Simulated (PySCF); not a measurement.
Cyanotriacetylene radical cation, C₇HN (charge +1 and doublet state).
Bonds: C1–C2 (triple), C2–C3, C3–C4 (triple), C4–C5, C5–C6 (triple), C6–C7, C7–N8 (triple). Hydrogens: H9 on C1.

A GFN2-xTB structure was refined with PBE0-D3(BJ)/def2-SVP geometry optimisation, gas phase in PySCF 2.14.0. Its GFN2-xTB values:

```
coordinate  GFN2-xTB
     C1≡C2   1.198 Å
     C1–H9   1.075 Å
     C2–C3   1.311 Å
     C3≡C4   1.295 Å
     C4–C5   1.280 Å
     C5≡C6   1.239 Å
     C6–C7   1.358 Å
     C7≡N8   1.159 Å
  C1–C2–C3    179.0°
  C2–C3–C4    179.8°
  C3–C4–C5    179.5°
  C4–C5–C6    179.2°
  C5–C6–C7    179.1°
  C6–C7–N8    179.2°
```

Problem. How do these coordinates change at the PBE0-D3(BJ)/def2-SVP level?

Solution. 
```
coordinate  PBE0-D3(BJ)/def2-SVP (Å or °)  change
     C3≡C4                          1.252  -0.043
     C4–C5                          1.323  +0.043
     C1≡C2                          1.234  +0.036
     C2–C3                          1.331  +0.020
     C7≡N8                          1.171  +0.012
     C1–H9                          1.084  +0.009
     C6–C7                          1.352  -0.006
     C5≡C6                          1.244  +0.005
  C1–C2–C3                          180.0    +1.0
  C5–C6–C7                          180.0    +0.9
  C4–C5–C6                          180.0    +0.8
  C6–C7–N8                          179.9    +0.7
  C3–C4–C5                          179.9    +0.4
  C2–C3–C4                          179.9    +0.1
```

The energy falls by 0.216 eV over 8 energy and gradient evaluations, the largest force component goes from 0.1071 to 9.8e-05 Eh/bohr, and the atoms move by 0.029 Å rms after alignment. Among the bonds, C3≡C4 and C4–C5 change most and about equally (-0.043 to +0.043 Å). Bonds longer at the end by more than 0.005 Å: 5 of 8; shorter: 2.

The run used 117 basis functions and 99 SCF cycles in all. On one thread, Arm Neoverse V1 (aarch64), no GPU, on a shared host, this took 61 s of wall time and 0.47 GiB of memory at its peak.

Not checked by PBE0-D3(BJ)/def2-SVP frequencies. ⟨S²⟩ = 0.792 (exact for a doublet: 0.75).
